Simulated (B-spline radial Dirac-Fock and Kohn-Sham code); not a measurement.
Lu⁴⁵⁺: L2-M23M23 lines in intermediate coupling

System: lutetium as Lu⁴⁵⁺, configuration 1s2 2s2 2p6 3s2 3p6 3d8.

The run's input, task.json:

```json
{"items": [{
  "Z": 71,
  "q": 45,
  "cfg": [[1, 0, 2], [2, 0, 2], [2, 1, 6], [3, 0, 2], [3, 1, 6], [3, 2, 8]],
  "A": 175,
  "rrms": 5.37,
  "do": ["binding", "quiet", "double"]
}]}
```

Command: `python xray_run.py task.json out`

The computed values come from a radial finite-basis atomic code: multi-electron Dirac-Fock with separately optimised hole states, Breit and Lamb-shift corrections added in first order. The two-hole levels come from diagonalising the Coulomb interaction among the jj configurations; intensities are independent-particle Coulomb rates. Kinetic energies are from the vacuum level. Correlation energy is missing from these numbers. Open outer shells are spectators and are not coupled to the holes.

| kinetic energy (eV) | J | leading jj holes (weight) | leading LS term (weight) |
| --- | --- | --- | --- |
| 3668.4 | 0 | M2M2 (1.00) | ³P0 (0.64) |
| 3933.4 | 2 | M2M3 (1.00) | ¹D2 (0.69) |
| 3943.1 | 1 | M2M3 (1.00) | ³P1 (1.00) |
| 4181.1 | 0 | M3M3 (1.00) | ¹S0 (0.64) |
| 4199.8 | 2 | M3M3 (1.00) | ³P2 (0.69) |

The intensity is shared as follows: 3933.4 eV 50.7 %, 3668.4 eV 24.8 %, 3943.1 eV 23.2 %, 4181.1 eV 0.7 %, 4199.8 eV 0.5 %.

The strongest line, by its leading LS label ¹D2, lies at 3933.4 eV. The mean weight of the leading component is 1.00 in jj and 0.73 in LS coupling, so jj labels describe these levels better.
